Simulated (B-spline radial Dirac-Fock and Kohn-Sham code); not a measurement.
## Binding energies of Sb⁵⁺ at several levels of theory

System: Sb⁵⁺ in the configuration [Kr] 4d9 5p1 (an excited configuration).

The density-functional columns are spherical, spin-unpolarised Dirac-Kohn-Sham results without Breit or QED terms: −ε is minus the orbital energy of the initial state and ΔSCF the difference of two total energies. The reference in the last column comes from multi-electron Dirac-Fock with separately optimised hole states, Breit and Lamb-shift corrections added in first order. All numbers are from a B-spline atomic structure program, in eV; a selection of levels is shown. For the 1s level of heavy atoms much of the gap between ΔSCF and the reference is the Breit and QED part, -102.4 eV here; for other levels the error of the functional can be larger.

```csv
level,LDA −ε,LDA ΔSCF,Dirac-Fock
K (1s),30316.2,30663.6,30570.9
L1 (2s),4670.4,4734.4,4785.5
L2 (2p1/2),4376.3,4455.4,4462.2
L3 (2p3/2),4124.8,4199.2,4213.8
M1 (3s),969.1,992.7,1027.0
M2 (3p1/2),848.7,872.9,894.8
M3 (3p3/2),802.2,825.7,847.9
M4 (3d3/2),588.7,614.4,616.8
N1 (4s),213.6,225.5,237.6
N2 (4p1/2),172.5,184.0,190.8
N3 (4p3/2),163.6,174.9,182.0
"N4,5 (4d)",96.89,107.1,105.8
"O2,3 (5p)",52.75,57.86,55.70
```

Values without a named source are computed, but for edge energies of neutral atoms, which are taken from tables.
